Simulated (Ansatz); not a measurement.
Relaxation of Cl$_{2}$H$_{6}$OW (10 atoms, charge 0, multiplicity 1), to a largest force component of 0.03 eV/Å in at most 50 steps.

Level of theory: Ansatz, RKS B3LYP/def2-SVP.

```xyz
10
Properties=species:S:1:pos:R:3:forces:R:3
W -0.031 -0.429 0.065 0.03 0.04 0.51
O -0.141 -0.167 1.969 0.11 -0.12 -0.44
H -0.508 0.579 2.461 -0.02 0.03 0.02
H 1.267 0.516 -0.472 -0.02 -0.02 -0.01
H -0.279 1.227 0.084 -0.02 0.01 0.03
H -1.591 0.149 -0.061 0.04 0.00 -0.01
Cl -0.451 -2.310 -1.209 0.01 -0.03 -0.01
H -0.436 0.332 -1.371 0.02 -0.02 0.01
Cl 2.408 -2.212 1.993 -0.79 0.67 0.42
H 1.530 -1.444 2.643 0.64 -0.57 -0.51
```

Problem. Where does it end, and by what steps?

Solution. The forces met the threshold. After 10 steps the energy has fallen by 0.103 eV; Cl9 moved furthest, 0.51 Å. Joined: W1–Cl9 (3.58 → 2.99 Å).

```tsv
step	energy less start (eV)	largest force component (eV/Å)	accepted
0	0.0000	0.788	yes
1	-0.0482	0.419	yes
2	-0.0796	0.551	yes
3	-0.0841	0.550	yes
4	-0.0967	0.261	yes
5	-0.0899	0.300	no
6	-0.1014	0.079	yes
7	-0.0991	0.245	no
8	-0.1021	0.085	yes
9	-0.1026	0.072	yes
10	-0.1027	0.014	yes
```

```xyz
10
Properties=species:S:1:pos:R:3
W 0.057 -0.449 0.163
O -0.163 -0.117 2.039
H -0.618 0.629 2.450
H 1.347 0.485 -0.420
H -0.254 1.195 0.133
H -1.518 0.062 -0.053
Cl -0.420 -2.352 -1.083
H -0.329 0.272 -1.295
Cl 2.143 -2.036 1.594
H 1.523 -1.448 2.574
```

Whether the end is a true minimum wasn't checked by a vibrational analysis.

The run took 44 s on 2 threads of Arm Neoverse V2 (shared host), peak memory 0.26 GiB.
